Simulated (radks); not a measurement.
Task: The krypton ion Kr3+, [Ar] 3d10 4s2 4p3. Method: non-relativistic Kohn-Sham, PBE, spin-polarised, spherical densities, point nucleus; computed with a radial shooting solver on a logarithmic mesh with Libxc functionals. Every spin shell is full or empty, so the densities are truly spherical. Functionals are evaluated on that one density, not self-consistently. Rank these orbital-free kinetic functionals by their error against the exact value of the orbitals, and give that value: Thomas-Fermi, von Weizsacker, TF + vW/9, TF + vW/5, LC94, APBEK, Perdew 92, Thakkar, Pearson, LKT, PG1, Ernzerhof.

Result: Exact: 2749.23 hartree. From best to worst, with 100 (|E| - |E exact|)/|E exact| (equal figures are ties): LC94 +0.03, APBEK +0.11, Ernzerhof -0.38, Thakkar -0.48, Perdew 92 -0.71, TF + vW/9 -0.72, Pearson -1.08, TF + vW/5 +3.40, Thomas-Fermi -5.88, PG1 +17.26, LKT +21.84, von Weizsacker -53.56.
